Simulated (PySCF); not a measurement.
SnH₃, SMILES [SnH3], multiplicity 2.

Coordinates come from a B3LYP-D3(BJ)/def2-TZVPD optimisation. The multiplicity is an assumed one; other spin states were not compared. The isomer is the one that the SMILES or the coordinates give; other isomers of the formula were not compared. The def2 effective core potentials stand for the cores of Sn; spin–orbit coupling is left out.

Computed with PySCF with B3LYP-D3(BJ)/def2-TZVPD.

Frequencies are harmonic and unscaled.

Modes within 1.5 cm⁻¹ of each other (mostly degenerate sets) share a row, with their intensities summed.

```tsv
mode	ν (cm⁻¹)	IR (km/mol)	moving atoms (share of kinetic energy)
1	646	100.3	H 98 %
2–3	694	134.4	H 99 %
4	1824	34.6	H 100 %
5–6	1869	475.3	H 99 %
```
